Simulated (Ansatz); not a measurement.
Program: Ansatz 0.2.0.

A structure relaxed at PBE0-D4/def2-TZVP, charge 0, multiplicity 1:

```
atom   x (Å)   y (Å)   z (Å)
  C1  -2.234   0.190   0.343
  B2  -1.124   0.086  -0.734
 Ge3   0.609  -0.979  -0.445
 Si4   2.250   0.556   0.367
  H5  -2.996  -0.535   0.005
  H6  -1.955  -0.104   1.355
  H7  -2.747   1.155   0.358
  H8  -1.266   0.651  -1.782
  H9   1.182  -1.619  -1.724
 H10   0.475  -2.087   0.621
 H11   1.777   1.189   1.628
 H12   2.491   1.633  -0.632
 H13   3.539  -0.135   0.639
```

(1) Give its formula and SMILES.

(2) Point group (tolerance 0.08 Å, 0.16 Å for H)?

(3) Summarise the bond lengths by kind.

## Answers

(1) CH9BGeSi, `C[BH][GeH2][SiH3]`.

(2) C1.

(3) 1 × B–C 1.549 Å; 3 × C–H 1.091 to 1.104 Å; 1 × B–Ge 2.055 Å; 1 × B–H 1.199 Å; 1 × Ge–Si 2.390 Å; 2 × Ge–H 1.541 to 1.543 Å; 3 × H–Si 1.487 to 1.488 Å.
